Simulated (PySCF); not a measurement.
Compound: C₃H₇ClOSi.
Atom-mapped SMILES: `[CH2:1]=[C:2]([Cl:3])[SiH2:4][O:5][CH3:6]` (hydrogens: H7, H8 on C1; H9, H10 on Si4; H11, H12, H13 on C6)

Structure used (GFN2-xTB), in Å, numbered top down from 1:
```xyz
13
C3H7ClOSi angstrom
C      2.3308    0.1969    0.5923
C      1.5685   -0.8586    0.3681
Cl     2.2939   -2.4320    0.2846
Si    -0.2977   -0.9230    0.1104
O     -0.7107    0.6363    0.2357
C     -1.9810    1.2053    0.1317
H      1.8744    1.1696    0.6439
H      3.3988    0.1395    0.7297
H     -0.6091   -1.4762   -1.2102
H     -0.9255   -1.7502    1.1449
H     -1.8804    2.2824    0.2672
H     -2.4171    1.0045   -0.8492
H     -2.6494    0.8060    0.8975
```

Computed, not measured: PySCF, TDDFT PBE0/def2-SVPD, vertical, gas phase, core orbitals frozen in the response.

Ground-to-excited transition dipoles (e·a0, same axes as the geometry; the sign carries no meaning), for the states with f of 0.002 or more among the lowest 6:

```tsv
state	E (hartree)	μx	μy	μz
S1	0.2349	-0.521	-0.931	-0.177
S3	0.2411	0.016	0.012	-0.130
S4	0.2487	0.347	0.380	0.091
S6	0.2618	0.022	0.019	-0.164
```

Task: What oscillator strength does each state have?

Result: f = (2/3) ΔE |μ|² with ΔE in hartree (27.2114 eV).

```tsv
state	|μ|² (au)	|μ| (D)	f
S1	1.170	2.75	0.183
S3	0.017	0.33	0.003
S4	0.273	1.33	0.045
S6	0.028	0.42	0.005
```

Task: Label these states by symmetry in Cs.

Result: From a totally symmetric ground state, an allowed state transforms like the component of the dipole operator along its μ. Polarised normal to the mirror plane, so A″: S3 and S6. Polarised in the mirror plane, so A′: S1 and S4.

Task: Which bond between heavy atoms lies closest to the direction of the S1 transition dipole?

Result: C1–C2, at 7° from it; next Si4–O5 at 44°.

Task: What angle do the transition dipoles of S1 and S4 make?

Result: |cos θ| = |μa·μb| / (|μa| |μb|) = 0.97, so θ ≈ 13° (taken between 0 and 90°, since the signs are arbitrary).

Task: How is the summed strength of these states shared among x, y and z?

Result: (2/3) Σ ΔE μα² gives 0.063 for x, 0.160 for y and 0.014 for z, 0.236 in all.

Task: What peak molar absorption coefficient would the strongest computed level give as a lone Gaussian band 0.5 eV wide at half height?

Result: ε(max) = 2.175×10⁸ f / FWHM, with the width in cm⁻¹. S1: 2.175×10⁸ × 0.1833 / 4033 ≈ 9900 L mol⁻¹ cm⁻¹.

One conformer stands for the species.
